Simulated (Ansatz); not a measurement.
Calculated with Ansatz (gas phase, PBE0-D4/def2-TZVP geometries, no zero-point term in ΔE). CCSD(T)/CBS is the MP2 limit (def2-TZVPP, def2-QZVPP) plus CCSD(T) − MP2 in def2-TZVPP, frozen cores. This one scheme is used for every species. Functionals use def2-TZVPP. For Br outer-core shells are correlated without core-valence functions, which leaves a few kJ/mol of doubt a bond. Scalar relativity is left out up to krypton. One conformer a species, not always the lowest.

Consider the ligand exchange at a B–Br bond: `OB(Br)O[SiH3]` + HCl → `OB(Cl)O[SiH3]` + HBr.

`OB(Br)O[SiH3]`:

Z-matrix (Å, degrees):
```
Si
O 1 1.659
H 1 1.480 2 105.9
H 1 1.482 2 109.9 3 119.2
H 1 1.482 2 109.9 3 -119.2
B 2 1.338 1 134.4 3 -179.9
Br 6 1.961 2 120.1 1 0.1
O 6 1.347 2 120.4 1 -179.9
H 8 0.960 6 113.6 2 -180.0
```

HCl:

```xyz
2

Cl    0.255    0.421    0.408
H    -0.255   -0.421   -0.408
```

`OB(Cl)O[SiH3]`:

```xyz
9

O    -0.377    1.394   -0.966
B    -0.285    0.062   -1.201
Cl   -0.590   -0.580   -2.827
O     0.038   -0.789   -0.213
Si    0.381   -0.539    1.390
H    -0.614    1.908   -1.741
H     0.675   -1.871    1.964
H    -0.789    0.066    2.071
H     1.562    0.349    1.524
```

HBr:

Cartesian coordinates in Å:
```
Br -0.410 -0.563 0.141
H 0.410 0.563 -0.141
```

```json
{"level": "revPBE-D4", "ΔE (kcal/mol)": "-1.6", "difference from CCSD(T)/CBS": "-0.5"}
{"level": "B97M-V", "ΔE (kcal/mol)": "-2.7", "difference from CCSD(T)/CBS": "-1.6"}
{"level": "r2SCANh-D4", "ΔE (kcal/mol)": "-1.9", "difference from CCSD(T)/CBS": "-0.8"}
{"level": "r2SCAN0-D4", "ΔE (kcal/mol)": "-1.9", "difference from CCSD(T)/CBS": "-0.8"}
{"level": "BHLYP-D4", "ΔE (kcal/mol)": "-2.1", "difference from CCSD(T)/CBS": "-1.0"}
{"level": "CCSD/def2-SVP", "ΔE (kcal/mol)": "-4.6", "difference from CCSD(T)/CBS": "-3.5"}
{"level": "HF/def2-TZVPP", "ΔE (kcal/mol)": "-3.3", "difference from CCSD(T)/CBS": "-2.2"}
{"level": "HF/def2-QZVPP", "ΔE (kcal/mol)": "-3.4", "difference from CCSD(T)/CBS": "-2.3"}
{"level": "MP2/def2-QZVPP", "ΔE (kcal/mol)": "-0.7", "difference from CCSD(T)/CBS": "0.4"}
{"level": "SCS-MP2/def2-QZVPP", "ΔE (kcal/mol)": "-1.3", "difference from CCSD(T)/CBS": "-0.2"}
{"level": "CCSD(T)/CBS", "ΔE (kcal/mol)": "-1.1", "difference from CCSD(T)/CBS": "0"}
```

Largest T1 diagnostic among the species: 0.012.

At CCSD(T), def2-SVP lies −3.3 kcal/mol from the extrapolated value and def2-TZVPP −0.5 kcal/mol. In def2-TZVPP, CCSD(T) changes the Hartree–Fock value by +1.8 kcal/mol (the triples alone add +0.2 kcal/mol) and MP2 by +2.4 kcal/mol. Leaving LDA and LC-ωPBE aside and taking each functional with its dispersion term where it has one, the values, not all of them listed here, spread over 1.1 kcal/mol, from B97M-V to PBE-D4.
